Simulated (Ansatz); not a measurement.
Ansatz (a first-principles code) input (CCSD(T)/def2-TZVPP):

Ansatz 0.2 input:
```yaml
crystal:
  periodic: [false, false, false]
  atoms:
    - {symbol: Se, position_ang: [0.01199726, -0.00363999, 1.09864205]}
    - {symbol: I, position_ang: [0.95519835, -1.75199806, -0.36867602]}
    - {symbol: I, position_ang: [-0.96289470, 1.75433315, -0.33611322]}
basis:
  gaussian:
    orbitals: def2-TZVPP
total_charge: 1
magnetization: {spin_polarized: true, initial_magnetization: 1}
correlation: {method: ccsd_t, electrons: outside_noble_gas}
```

End of the output:

```
mean field evaluation 16: about -81440.8610 eV, gradient 2.0e-5 eV
mean field evaluation 32: about -81437.6299 eV, gradient 1.3e1 eV
mean field evaluation 64: about -81439.7077 eV, gradient 5.0e0 eV
mean field evaluation 96: about -81438.7639 eV, gradient 9.6e0 eV
mean field evaluation 128: about -81439.2152 eV, gradient 9.5e-2 eV
mean field evaluation 160: about -81436.9239 eV, gradient 4.7e0 eV
mean field evaluation 192: about -81437.3845 eV, gradient 2.0e-2 eV
mean field evaluation 224: about -81437.4192 eV, gradient 8.5e-1 eV
mean field evaluation 256: about -81438.0622 eV, gradient 1.4e-3 eV
mean field evaluation 288: about -81439.3801 eV, gradient 7.1e-4 eV
mean field evaluation 320: about -81438.6686 eV, gradient 5.2e-2 eV
mean field evaluation 352: about -81437.4648 eV, gradient 2.3e0 eV
mean field evaluation 384: about -81437.7570 eV, gradient 3.0e-2 eV
mean field evaluation 416: about -81440.8609 eV, gradient 3.0e-2 eV
mean field evaluation 448: about -81439.2162 eV, gradient 1.5e-3 eV
mean field evaluation 480: about -81437.6467 eV, gradient 1.8e0 eV
mean field evaluation 512: about -81437.5582 eV, gradient 1.9e-2 eV
mean field evaluation 544: about -81437.1076 eV, gradient 7.7e-1 eV
mean field evaluation 576: about -81436.9180 eV, gradient 1.2e-3 eV
mean field -81440.86097997 eV, -2992.8964384157 hartree, gradient 2.8e-6 eV, S^2 0.774512; 13 other end points of the search recorded, 0 dependent functions left out
determinant -81440.86097997 eV, -2992.8964384157 hartree, with singles and doubles -81452.94322328 eV, -2993.3404526675 hartree
determinant -81439.38006478 eV, -2992.8420157863 hartree, with singles and doubles -81451.48880562 eV, -2993.2870038044 hartree
determinant -81439.21615919 eV, -2992.8359923668 hartree, with singles and doubles -81451.28678755 eV, -2993.2795797774 hartree
determinant -81438.66897363 eV, -2992.8158836686 hartree, with singles and doubles -81451.12662670 eV, -2993.2736939746 hartree
determinant -81438.06223428 eV, -2992.7935864086 hartree, with singles and doubles -81449.79145045 eV, -2993.2246271525 hartree
determinant -81437.75707538 eV, -2992.7823720257 hartree, with singles and doubles -81449.78638365 eV, -2993.2244409511 hartree
determinant -81437.73025870 eV, -2992.7813865309 hartree, with singles and doubles -81450.34446857 eV, -2993.2449501937 hartree
determinant -81437.55818520 eV, -2992.7750629466 hartree, with singles and doubles -81450.40942637 eV, -2993.2473373487 hartree
determinant -81437.43983324 eV, -2992.7707135924 hartree, with singles and doubles -81449.69187401 eV, -2993.2209677860 hartree
determinant -81437.38455689 eV, -2992.7686822239 hartree, with singles and doubles -81449.44184261 eV, -2993.2117793012 hartree
32 core orbitals not correlated
reference -81440.86097997 eV, -2992.8964384157 hartree; 10, 9 occupied and 106, 107 virtual orbitals, 1290 factors
second order -10.95977503 eV of doubles, -0.00000000 eV of singles
coupled cluster: 1.12 GiB planned
cycle   1  -12.04123546 eV  change   -3.4e-1 eV  update   1.8e-2
cycle   2  -12.06022133 eV  change   -1.9e-2 eV  update   4.7e-3
cycle   3  -12.05999740 eV  change    2.2e-4 eV  update   2.6e-3
cycle   4  -12.06313292 eV  change   -3.1e-3 eV  update   1.6e-3
cycle   5  -12.06459104 eV  change   -1.5e-3 eV  update   9.1e-4
cycle   6  -12.06494877 eV  change   -3.6e-4 eV  update   2.4e-4
cycle   7  -12.06512520 eV  change   -1.8e-4 eV  update   7.3e-5
cycle   8  -12.06515761 eV  change   -3.2e-5 eV  update   2.4e-5
cycle   9  -12.06515654 eV  change    1.1e-6 eV  update   1.0e-5
perturbative correction -0.65851579 eV, -0.0242000090 hartree
Total energy: -81453.58465230 eV, -2993.3640247495 hartree
```
